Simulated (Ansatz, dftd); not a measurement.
Species: H₃BNO, charge 0, doublet. H3BNO (SMILES N[B]O, doublet).
B3LYP-D3(BJ)/def2-TZVP minimum from Ansatz (a program for electronic structure):
```xyz
6

B     -0.2033    -0.1880     0.4567
O      1.0872    -0.5748     0.3428
H      1.5582    -0.2874    -0.4542
N     -0.9591     0.5798    -0.4307
H     -1.9193     0.8150    -0.2532
H     -0.6060     0.9517    -1.3040
```
Charge 0, spin multiplicity 2.

Wanted: atomisation energy (electronic, to ground-state atoms), in kcal/mol. Radicals and triplets start from unrestricted determinants; spin-orbit coupling is neglected. Correlated methods leave the cores frozen. Rows without X2C or -DK are non-relativistic. CBS(X,Y): correlation extrapolated as X^-3, Hartree-Fock from the larger set. A bracket is a step between two methods taken in the basis named. Functionals run without relativity, which enters their misses. 'core' is core correlation in cc-pwCVTZ, 'X2C' scalar relativity in cc-pVTZ-DK, both at CCSD(T). Where a partner has so few electrons that a lower coupled-cluster level is exact, that level stands in.

```json
[
 {"level": "HF/cc-pVDZ", "program": "Ansatz", "atomisation energy (kcal/mol)": "360.0", "difference against the last row": "-172.7"},
 {"level": "HF/cc-pVTZ", "program": "Ansatz", "atomisation energy (kcal/mol)": "373.4", "difference against the last row": "-159.3"},
 {"level": "HF/cc-pVQZ", "program": "Ansatz", "atomisation energy (kcal/mol)": "375.0", "difference against the last row": "-157.7"},
 {"level": "r2SCAN-D3(BJ)/def2-TZVPD", "program": "Ansatz + dftd3", "atomisation energy (kcal/mol)": "537.0", "difference against the last row": "4.3"},
 {"level": "PBE0-D4/def2-TZVPD", "program": "Ansatz + dftd4", "atomisation energy (kcal/mol)": "534.7", "difference against the last row": "2.0"},
 {"level": "r2SCANh-D4/def2-TZVPD", "program": "Ansatz + dftd4", "atomisation energy (kcal/mol)": "531.8", "difference against the last row": "-0.9"},
 {"level": "r2SCANh/def2-TZVPD", "program": "Ansatz", "atomisation energy (kcal/mol)": "531.4", "difference against the last row": "-1.3"},
 {"level": "CAM-B3LYP/def2-TZVPD", "program": "Ansatz", "atomisation energy (kcal/mol)": "537.8", "difference against the last row": "5.1"},
 {"level": "CCSD/cc-pVTZ", "program": "Ansatz", "atomisation energy (kcal/mol)": "504.8", "difference against the last row": "-27.9"},
 {"level": "CCSD(T)/cc-pVDZ", "program": "Ansatz", "atomisation energy (kcal/mol)": "478.0", "difference against the last row": "-54.7"},
 {"level": "CCSD(T)/CBS(cc-pVTZ,cc-pVQZ) + core + X2C", "program": "Ansatz", "atomisation energy (kcal/mol)": "532.0", "difference against the last row": "-0.7"},
 {"level": "CCSDT(Q)/cc-pVDZ", "program": "Ansatz", "atomisation energy (kcal/mol)": "478.6", "difference against the last row": "-54.1"},
 {"level": "CCSD(T)/CBS(cc-pVTZ,cc-pVQZ) + [CCSDT(Q) - CCSD(T)]/cc-pVDZ + core + X2C", "program": "Ansatz", "atomisation energy (kcal/mol)": "532.7", "difference against the last row": "0.0"}
]
```
